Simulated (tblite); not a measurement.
C5H10AsNO2.
Atom-mapped SMILES: `[H]/[N:7]=[CH:6]\[C@@H:5]([O:4][C:2]([CH3:1])=[O:3])[CH2:8][AsH2:9]` (hydrogens: H10, H11, H12 on C1; H13 on C5; H14 on C6; H15 on N7; H16, H17 on C8; H18, H19 on As9)

Computed with GFN2-xTB (tblite), gas phase: L-BFGS steps from a force-field or distance-geometry start until the largest atomic force falls under 0.01 eV/Å.

Step 27: E = -794.4595 eV
```
atom  x, y, z in Å  |  force x, y, z in eV/Å
C1     -2.6865    1.0501    0.6513    0.030  -0.012  -0.023
C2     -1.4011    0.9831   -0.1286    0.100   0.106  -0.056
O3     -1.0595    1.7477   -0.9927   -0.063  -0.157   0.153
O4     -0.6635   -0.0628    0.2797    0.002  -0.051   0.021
C5      0.5269   -0.3762   -0.4644   -0.118   0.064   0.003
C6      0.3218   -1.7254   -1.1305    0.128  -0.035   0.030
N7     -0.1208   -2.7703   -0.6060   -0.034   0.062  -0.022
C8      1.7210   -0.4086    0.4835   -0.059  -0.026  -0.065
As9     1.7237    1.2099    1.6343   -0.048   0.095   0.014
H10    -2.4628    1.2543    1.6967    0.006  -0.009  -0.026
H11    -3.3275    1.8293    0.2510    0.055   0.033  -0.004
H12    -3.1911    0.0889    0.5870    0.005  -0.005   0.038
H13     0.6691    0.4099   -1.2162   -0.021  -0.021  -0.023
H14     0.6226   -1.7882   -2.1710    0.041  -0.010  -0.048
H15    -0.3964   -2.6819    0.3717   -0.028   0.046   0.025
H16     2.6331   -0.4941   -0.1069    0.073  -0.016   0.019
H17     1.6528   -1.2790    1.1412   -0.044  -0.077  -0.027
H18     3.1052    0.9221    2.1567   -0.007   0.012  -0.012
H19     2.3232    2.1005    0.5861   -0.017   0.002   0.002
```

Step 28: E = -794.4627 eV
```
atom  x, y, z in Å  |  force x, y, z in eV/Å
C1     -2.6780    1.0489    0.6569    0.001  -0.003  -0.031
C2     -1.3964    0.9804   -0.1285    0.090   0.076   0.010
O3     -1.0554    1.7466   -0.9905   -0.045  -0.151   0.127
O4     -0.6616   -0.0679    0.2786    0.009  -0.057   0.022
C5      0.5280   -0.3826   -0.4645   -0.087   0.066  -0.020
C6      0.3210   -1.7302   -1.1331    0.131  -0.040   0.043
N7     -0.1368   -2.7723   -0.6153   -0.002   0.090  -0.031
C8      1.7234   -0.4092    0.4822   -0.054  -0.038  -0.045
As9     1.7097    1.2137    1.6273    0.017   0.128   0.003
H10    -2.4524    1.2524    1.7025    0.010  -0.007  -0.045
H11    -3.3170    1.8280    0.2555    0.033   0.073   0.004
H12    -3.1898    0.0919    0.5936    0.023  -0.029   0.038
H13     0.6706    0.4022   -1.2160   -0.023   0.006  -0.056
H14     0.6346   -1.7889   -2.1703    0.028  -0.037  -0.039
H15    -0.4187   -2.6825    0.3608   -0.037   0.045   0.013
H16     2.6408   -0.4926   -0.1011    0.040  -0.006  -0.001
H17     1.6559   -1.2795    1.1391   -0.040  -0.083   0.004
H18     3.0924    0.9445    2.1635   -0.041  -0.007  -0.017
H19     2.3200    2.1065    0.5824   -0.054  -0.026   0.019
```

Step 29: E = -794.4657 eV
```
atom  x, y, z in Å  |  force x, y, z in eV/Å
C1     -2.6696    1.0477    0.6621   -0.029   0.008  -0.023
C2     -1.3910    0.9777   -0.1267    0.041  -0.005   0.094
O3     -1.0515    1.7440   -0.9873    0.002  -0.090   0.053
O4     -0.6597   -0.0740    0.2779    0.014  -0.055   0.022
C5      0.5280   -0.3883   -0.4651   -0.009   0.041  -0.041
C6      0.3227   -1.7351   -1.1354    0.097  -0.024   0.036
N7     -0.1528   -2.7730   -0.6246    0.035   0.094  -0.026
C8      1.7252   -0.4103    0.4802   -0.029  -0.031  -0.001
As9     1.6960    1.2197    1.6204    0.067   0.108  -0.011
H10    -2.4421    1.2505    1.7073    0.013  -0.002  -0.047
H11    -3.3057    1.8281    0.2602    0.014   0.097   0.011
H12    -3.1881    0.0943    0.6009    0.039  -0.044   0.031
H13     0.6717    0.3948   -1.2169   -0.033   0.033  -0.079
H14     0.6471   -1.7906   -2.1702    0.022  -0.062  -0.015
H15    -0.4414   -2.6820    0.3498   -0.043   0.048  -0.009
H16     2.6489   -0.4917   -0.0953   -0.017   0.006  -0.012
H17     1.6581   -1.2814    1.1366   -0.037  -0.062   0.022
H18     3.0789    0.9668    2.1700   -0.069  -0.023  -0.022
H19     2.3158    2.1121    0.5790   -0.077  -0.039   0.019
```

Step 30: E = -794.4686 eV
```
atom  x, y, z in Å  |  force x, y, z in eV/Å
C1     -2.6631    1.0468    0.6661   -0.046   0.018  -0.005
C2     -1.3858    0.9749   -0.1231   -0.021  -0.094   0.146
O3     -1.0482    1.7401   -0.9834    0.057  -0.011  -0.024
O4     -0.6580   -0.0805    0.2779    0.016  -0.045   0.018
C5      0.5278   -0.3923   -0.4664    0.075   0.008  -0.049
C6      0.3266   -1.7394   -1.1372    0.045   0.011   0.009
N7     -0.1658   -2.7721   -0.6325    0.060   0.066  -0.006
C8      1.7261   -0.4118    0.4783    0.001  -0.008   0.047
As9     1.6852    1.2269    1.6148    0.072   0.046  -0.019
H10    -2.4333    1.2489    1.7105    0.012   0.007  -0.029
H11    -3.2954    1.8302    0.2642    0.003   0.095   0.015
H12    -3.1864    0.0958    0.6080    0.046  -0.043   0.018
H13     0.6718    0.3890   -1.2193   -0.043   0.050  -0.084
H14     0.6584   -1.7933   -2.1703    0.025  -0.079   0.010
H15    -0.4614   -2.6797    0.3402   -0.045   0.054  -0.032
H16     2.6557   -0.4914   -0.0905   -0.073   0.017  -0.015
H17     1.6588   -1.2844    1.1342   -0.035  -0.023   0.025
H18     3.0662    0.9855    2.1750   -0.074  -0.035  -0.021
H19     2.3109    2.1164    0.5764   -0.078  -0.032  -0.004
```

Task: Estimate the geometry and energy of step 31. (The exact step hangs on the optimiser's Hessian estimate; all steps are aligned on step 30, rigid shifts and turns removed.)

Result: E = -794.4717 eV, largest force 0.215 eV/Å
```
atom  x, y, z in Å  |  force x, y, z in eV/Å
C1     -2.6579    1.0462    0.6697   -0.044   0.022   0.017
C2     -1.3807    0.9712   -0.1178   -0.067  -0.151   0.137
O3     -1.0445    1.7350   -0.9787    0.097   0.048  -0.068
O4     -0.6559   -0.0879    0.2782    0.019  -0.032   0.011
C5      0.5288   -0.3956   -0.4686    0.130  -0.016  -0.040
C6      0.3318   -1.7429   -1.1388   -0.005   0.043  -0.025
N7     -0.1770   -2.7701   -0.6399    0.071   0.025   0.019
C8      1.7269   -0.4133    0.4772    0.023   0.022   0.078
As9     1.6761    1.2348    1.6093    0.034  -0.037  -0.015
H10    -2.4248    1.2476    1.7129    0.007   0.017   0.001
H11    -3.2853    1.8342    0.2682    0.000   0.069   0.021
H12    -3.1840    0.0963    0.6153    0.043  -0.028   0.002
H13     0.6710    0.3845   -1.2234   -0.048   0.054  -0.067
H14     0.6699   -1.7979   -2.1703    0.036  -0.086   0.031
H15    -0.4811   -2.6759    0.3304   -0.042   0.059  -0.051
H16     2.6609   -0.4912   -0.0864   -0.108   0.024  -0.015
H17     1.6586   -1.2879    1.1323   -0.033   0.024   0.022
H18     3.0527    1.0026    2.1791   -0.052  -0.047  -0.013
H19     2.3047    2.1196    0.5740   -0.061  -0.011  -0.044
```

The energy changes by -0.0030 eV. The first-order estimate −F·Δx gives -0.0041 eV and the mean of the old and new forces, exact on a quadratic surface, -0.0030 eV. The step makes an angle of 76° with the force vector and moves no atom by more than 0.022 Å.

What follows is the cost of the whole relaxation. Hardware: one thread of an Arm Neoverse N1, no GPU, shared host. Cost: 1.9 s of wall time.
